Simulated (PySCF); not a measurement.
**Low-lying terms of Br(7+) (bromine, charge +7)**

Ground state [Ar] 3d10, ¹S. All numbers are calculated (PySCF 2.14, scalar relativity through the core potential, in aug-cc-pVDZ-PP with two added diffuse shells each of s, p, d type with ECP10MDF (7s6p5d, 50 functions)). Vertical excitation energies in eV without spin-orbit coupling; excited terms of each kind are numbered among those the solver found. Frozen: 3s2 3p6.

| term | leading excitation | EOM-EE-CCSD |
| --- | --- | --- |
| 1 3D | 3d → s | 72.312 |
| 1 1D | 3d → s | 73.192 |
| 1 3P° | 3d → p | 90.502 |
| 1 3F° | 3d → p | 91.134 |
| 1 1F° | 3d → p | 91.627 |
| 1 3D° | 3d → p | 92.260 |
| 1 1D° | 3d → p | 92.267 |
| 1 1P° | 3d → p | 92.568 |
| 1 3S | 3d → d | 119.10 |
| 1 3G | 3d → d | 119.85 |
| 1 3F | 3d → d | 119.85 |
| 1 1G | 3d → d | 119.98 |

The solver can miss terms.
